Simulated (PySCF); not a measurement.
## YbSi: one state, many levels of theory

State: triplet, about 13.9 electrons in the 4f shell (Mulliken). Set-up: basis Yb x2c-SVPall, Si x2c-SVPall; spin-free X2C with a Gaussian nucleus; PySCF 2.14. De refers to Yb (4f14 6s2) + Si in their high-spin ground configurations, without counterpoise correction. The functionals are run spin-unrestricted. A positive dipole means Yb(−)Si(+). Levels whose curve was spin-contaminated or gave no clean fit are not listed.

| Level | Re (Å) | ωe (cm⁻¹) | De (eV) | μ (D) | CPU s a point (SCF and correlation, without the integrals) |
| --- | --- | --- | --- | --- | --- |
| ROHF | 3.149 | 115 | n/a | -4.80 | 1.8 |
| ROHF-MP2 | 2.781 | 226 | n/a | n/a | 4.2 |
| ROHF-SCS-MP2 | 2.827 | 212 | n/a | n/a | n/a |
| PBE | 2.761 | 223 | 1.63 | -4.59 | 8.4 |
| BP86 | 2.760 | 223 | 1.56 | -4.47 | 8 |

(1) What does second-order correlation do here, going from ROHF to ROHF-MP2?

Correlated steps freeze 23 core orbitals. These are scalar-relativistic numbers at best; spin–orbit coupling would shift them, the dissociation energy most. UHF is strongly spin-contaminated for YbSi, so the ROHF reference used there is far from stable. The state is the lowest single determinant that the PBE0 search found; with open d or f shells the true ground state can be another one.

The whole job (state search and all levels along the bond) took about 17 min on 2 threads of Arm Neoverse V1 (shared host), peak memory 4.7 GiB.

Results:

(1) ROHF-MP2 less ROHF: -36.8 pm in Re, +96.5 % in ωe. Correlation nearly always deepens the well. The bond shortens, as in weak, metallic or heavy-atom bonds, where dispersion and the correlation of outer-core electrons pull the atoms together.
